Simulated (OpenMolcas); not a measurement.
## CH5BFNO (SMILES COB(N)F): methods side by side

CH5BFNO: 10 atoms, total charge 0, spin state singlet. As SMILES, `COB(N)F`. Geometry: relaxed at PBE0-D4/def2-TZVP. This is one conformer, not always the lowest.

| atom | x (Å) | y (Å) | z (Å) |
| --- | --- | --- | --- |
| C | -1.3335 | 0.2630 | -0.4778 |
| O | -0.0918 | 0.1113 | -1.1185 |
| B | 1.0351 | -0.1418 | -0.4021 |
| N | 1.0891 | -0.2753 | 0.9951 |
| F | 2.1664 | -0.2694 | -1.1052 |
| H | -1.3248 | 1.1074 | 0.2208 |
| H | -1.6193 | -0.6453 | 0.0649 |
| H | -2.0854 | 0.4573 | -1.2426 |
| H | 0.2932 | -0.1949 | 1.5994 |
| H | 1.9539 | -0.4632 | 1.4688 |

Each level gives the vertical ionisation energy (to the doublet cation) (eV). The values are calculated.

```tsv
level	kind	program	value (eV)	CPU time (all runs)
HF/cc-pVDZ	Hartree–Fock	OpenMolcas	9.40	27 s
revPBE/cc-pVDZ	GGA	OpenMolcas	9.66	3.3 min
M06-L/cc-pVDZ	meta-GGA	OpenMolcas	9.90	5.5 min
TPSS/cc-pVDZ	meta-GGA	OpenMolcas	9.69	4.3 min
r2SCAN/cc-pVDZ	meta-GGA	OpenMolcas	9.90	4.5 min
B3LYP/cc-pVDZ	global hybrid	OpenMolcas	10.06	3.3 min
BHLYP/cc-pVDZ	global hybrid	OpenMolcas	10.26	2.7 min
M06-2X/cc-pVDZ	hybrid meta-GGA	OpenMolcas	10.48	4.4 min
```

The values span 9.40 to 10.48 eV. CPU times are rough (shared hosts, several kinds of processor and program).
